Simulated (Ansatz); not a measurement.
Species: C3H4S, charge 0, singlet. C3H4S (SMILES SCC#C).
B3LYP-D3(BJ)/def2-TZVP minimum from Ansatz (a first-principles code):
```xyz
8

C     -2.3193    -0.2180     0.3039
C     -1.1956    -0.4423    -0.0487
C      0.1683    -0.6959    -0.4652
S      1.2659     0.6492     0.1642
H     -3.3162    -0.0228     0.6145
H      0.2303    -0.7258    -1.5531
H      0.5120    -1.6509    -0.0673
H      2.3984     0.1503    -0.3611
```

Wanted: atomisation energy (electronic, to ground-state atoms), in kJ/mol. Radicals and triplets start from unrestricted determinants; spin-orbit coupling is neglected. CBS(X,Y): correlation extrapolated as X^-3, Hartree-Fock from the larger set. A bracket is a step between two methods taken in the basis named. The functionals are non-relativistic, so their misses hold any scalar relativity. Double hybrids freeze cores in their MP2 part. '+ core + X2C': CCSD(T) terms for core correlation (cc-pwCVTZ, 1s frozen past Ne) and scalar relativity (cc-pVTZ-DK). For partners of very few electrons the exact lower level stands in for a higher one.

CCSD(T)/CBS(cc-pV(T+d)Z,cc-pV(Q+d)Z) + [CCSDT(Q) - CCSD(T)]/cc-pV(D+d)Z + core + X2C (Ansatz) gives 3180.4 kJ/mol.

Task: How far off this value is PBE/def2-TZVPD (Ansatz), in which direction, and which of these levels come nearer: PBE0/def2-TZVPD, wB97M-V/def2-TZVPD, B2PLYP/def2-TZVPD, CCSD(T)/CBS(cc-pV(T+d)Z,cc-pV(Q+d)Z) + core + X2C?

Result: PBE gives 3252.5 kJ/mol, 72.1 kJ/mol above it. Differences of the others: PBE0/def2-TZVPD (Ansatz) 3.3; wB97M-V/def2-TZVPD (Ansatz) -1.2; B2PLYP/def2-TZVPD (Ansatz) -47.2; CCSD(T)/CBS(cc-pV(T+d)Z,cc-pV(Q+d)Z) + core + X2C (Ansatz) -3.0 kJ/mol. Nearer than PBE: PBE0/def2-TZVPD, wB97M-V/def2-TZVPD, B2PLYP/def2-TZVPD, CCSD(T)/CBS(cc-pV(T+d)Z,cc-pV(Q+d)Z) + core + X2C.
